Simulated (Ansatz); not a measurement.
Total energies of As2H4 from Ansatz at PBE0-D4/def2-TZVP, gas phase (1 Eh = 27.2114 eV = 2625.5 kJ/mol). The reference geometry is relaxed at PBE0-D4/def2-TZVP.

| state | geometry | energy (Eh) |
| --- | --- | --- |
| charge 0 singlet | reference | -4473.60906 |
| charge 1 doublet | reference | -4473.27798 |
| charge 1 doublet | relaxed at PBE0-D4/def2-TZVP | -4473.29089 |
| free As atom (quartet) | – | -2235.53903 |
| free H atom (doublet) | – | -0.50104 |

Task: Work out the vertical ionisation energy to the doublet.

Result: E(charge 1 doublet) − E(charge 0 singlet) = -4473.27798 − (-4473.60906) = 0.33108 Eh = 9.01 eV. For comparison, −ε of the highest occupied level is 6.93 eV at this level, 2.08 eV less.

Task: How much does the charge 1 doublet relax, and what is the adiabatic ionisation energy?

Result: Relaxation: -4473.27798 − (-4473.29089) = 0.01291 Eh = 0.35 eV. Adiabatic ionisation energy: 0.31817 Eh = 8.66 eV, without zero-point energy. 

Task: What is the binding energy per atom against free atoms?

Result: Atoms: 2 × (-2235.53903) + 4 × (-0.50104) = -4473.08222 Eh. Binding: -4473.08222 − (-4473.60906) = 0.52684 Eh = 14.34 eV, or 2.39 eV for each of 6 atoms (no zero-point energy, no counterpoise term).
